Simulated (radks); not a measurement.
The numbers below are computed, except where a source is named.
Q: Excited configurations of Pr: one electron is placed in a higher orbital outside [Xe] 4f3 6s1. The ground configuration is [Xe] 4f3 6s2. Code: a radial shooting solver on a logarithmic mesh with Libxc functionals. Model: scalar-relativistic Kohn-Sham, PBEsol, spin-polarised, spherical densities, finite nucleus; open shells are filled with parallel spins first (spin-orbit coupling, left out, can overturn this in heavy ions); Fermi nuclear charge, rms radius 4.8919 fm. Excitation = E - E(ground); binding = E(ion) - E, where the ion is the core of charge +1; n* = 1/sqrt(2 binding) in atomic units, and the quantum defect is n - n*.

outer orbital  excitation (eV)  binding (eV)     n*  quantum defect  eigenvalue (eV)  <r> (bohr)
5d                       0.858         4.540  1.731           3.269           -1.686       3.522
5f                       4.431         0.967  3.751           1.249           -0.458       16.32
6d                       3.858         1.540  2.972           3.028           -0.779       11.19
6f                       4.713         0.685  4.457           1.543           -0.388       27.50
7s                       3.246         2.152  2.514           4.486           -1.331       10.27
7d                       4.429         0.969  3.747           3.253           -0.565       20.80
7f                       4.890         0.508  5.177           1.823           -0.313       40.65

Estimate the row for 6p.

A: excitation (eV) 1.669; binding (eV) 3.729; n* 1.910; quantum defect 4.090; eigenvalue (eV) -2.024; <r> (bohr) 5.663. The Delta-SCF ionisation energy is 5.398 eV (NIST Atomic Spectra Database: 5.470 eV, semi-empirical). Self-interaction in the functional shifts the binding energies and quantum defects, so they are the method's values and not measured ones. Open shells are spherical and high-spin; term and fine-structure splittings are not resolved. Spin-orbit splitting is averaged out at the scalar-relativistic level.
